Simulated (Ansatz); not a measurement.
Job for Ansatz (an electronic-structure program): U-CCSD(T)/aug-cc-pVTZ on BeF2 (SMILES [F][Be][F]), a point of a bond scan (R = 1.865 Å).

Ansatz 0.2 input:
```yaml
crystal:
  periodic: [false, false, false]
  atoms:
    - {symbol: Be, position_ang: [0.00000000, 0.00000000, 0.00000000]}
    - {symbol: F, position_ang: [-0.00000000, -0.00000000, -1.86457665]}
    - {symbol: F, position_ang: [0.00000000, 0.00000000, 1.38116789]}
basis:
  gaussian:
    orbitals: aug-cc-pVTZ
correlation: {method: ccsd_t, electrons: outside_noble_gas}
scf: {omitted_lower_state_checks: [cluster_reference]}
magnetization: {spin_polarized: true, initial_magnetization: 0}
```

The log:

```
WARN ansatz: RAYON_NUM_THREADS=1 ignored (pool sized by the plan → 1); use --threads N
Functional definition: HF
these checks for a lower state are left out or cut short: cluster_reference
integrals: 0.45 GiB planned
869 factors; integrals over basis functions are off by at most 8.6e-4 eV
mean field: 0.34 GiB planned
mean field evaluation 1: about -5811.7751 eV, gradient 3.0e1 eV
mean field evaluation 2: about -5811.7754 eV, gradient 3.0e1 eV
mean field evaluation 4: about -5814.8240 eV, gradient 1.4e0 eV
mean field evaluation 8: about -5814.8371 eV, gradient 3.6e-4 eV
mean field -5814.83705082 eV, -213.6913201794 hartree, gradient 1.7e-6 eV, S^2 0.000000; 0 other end points of the search recorded, 0 dependent functions left out
3 core orbitals not correlated
reference -5814.83705082 eV, -213.6913201794 hartree; 8, 8 occupied and 127, 127 virtual orbitals, 869 factors
second order -15.83795847 eV of doubles, -0.00000000 eV of singles
coupled cluster: 1.22 GiB planned
cycle   1  -15.22369536 eV  change    6.1e-1 eV  update   1.0e-1
cycle   2  -15.56704801 eV  change   -3.4e-1 eV  update   3.8e-2
cycle   3  -15.65288240 eV  change   -8.6e-2 eV  update   1.6e-2
cycle   4  -15.65042997 eV  change    2.5e-3 eV  update   5.0e-3
cycle   5  -15.64389343 eV  change    6.5e-3 eV  update   1.6e-3
cycle   6  -15.64392028 eV  change   -2.7e-5 eV  update   5.8e-4
cycle   7  -15.64411837 eV  change   -2.0e-4 eV  update   1.7e-4
cycle   8  -15.64407750 eV  change    4.1e-5 eV  update   6.5e-5
cycle   9  -15.64407810 eV  change   -6.0e-7 eV  update   1.8e-5
perturbative correction -0.52627912 eV, -0.0193404011 hartree
Total energy: -5831.00740804 eV, -214.2855698467 hartree
Checks for a lower state left out: cluster_reference
```

The run converged.

Cost: around 19 core-seconds (rough).
